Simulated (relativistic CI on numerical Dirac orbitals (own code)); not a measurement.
Calculated at this level of theory: Dirac-Coulomb-Breit CI, KLI orbitals optimised for each configuration, a model potential for QED, valence Slater integrals scaled by 0.85, configuration energies shifted to the measured levels that pair with them (semi-empirical) (own radial code, finite nucleus).

Configurations in the expansion (outside the closed core [Ne] 3s2): 3p6 3d3, 3p6 3d2 4s, 3p6 3d2 4p, 3p6 3d 4s2, 3p6 3d2 4d, 3p6 3d2 5s, 3p6 3d2 5p, 3p6 3d 4s 4p, 3p6 3d2 4f, 3p6 3d2 5d, 3p6 3d2 5f, 3p6 3d2 5g, 3p5 3d4, 3p6 3d 4p2, 3p6 3d 4s 4d. Levels of other configurations are missing.

Configurations whose levels could be paired with our table of measured levels were shifted onto them, all but the ground configuration, by the median error of their levels; single terms can still be off by 1,000 to 2,000 cm⁻¹ or more, and rates follow the energies as ν³ (E1, M1) or ν⁵ (E2). The others borrow a shift and can be off by several thousand cm⁻¹ or more. The fine structure of a lone outer electron comes out too small, for d and f at times inverted, and misplaced configurations move strength between like terms. 62 of the 64 excited levels that our extract of the measured tables holds in this range could be paired (the sources list more); they are missed by 577 cm⁻¹ on average and 2062 at most, after the shifts were fitted to these levels, and levels without a partner can miss by more.

Outline of the computed level scheme of V III. Lowest level of each configuration: 3p6 3d3 4F_3/2 at 0.0000 eV; 3p6 3d2 4s 4F_3/2 at 5.3817 eV; 3p6 3d2 4p 4G°_5/2 at 10.5696 eV.

Some strong electric-dipole decays among the lowest 45 levels: 3p6 3d2 4p 4F°_9/2 → 3p6 3d3 4F_9/2 (5.8e+08 s⁻¹); 3p6 3d2 4p 4F°_3/2 → 3p6 3d3 4F_3/2 (5.1e+08 s⁻¹); 3p6 3d2 4p 4F°_7/2 → 3p6 3d3 4F_7/2 (4.9e+08 s⁻¹); 3p6 3d2 4p 4F°_5/2 → 3p6 3d3 4F_5/2 (4.5e+08 s⁻¹); 3p6 3d2 4p 4G°_11/2 → 3p6 3d2 4s 4F_9/2 (4.1e+08 s⁻¹); 3p6 3d2 4p 4F°_9/2 → 3p6 3d2 4s 4F_9/2 (3.8e+08 s⁻¹); 3p6 3d2 4p 4G°_9/2 → 3p6 3d2 4s 4F_7/2 (3.5e+08 s⁻¹); 3p6 3d2 4p 2F°_5/2 → 3p6 3d3 2G_7/2 (1.8e+08 s⁻¹).

Rates of lines that live on the mixing of spin multiplicities can be off by large factors.
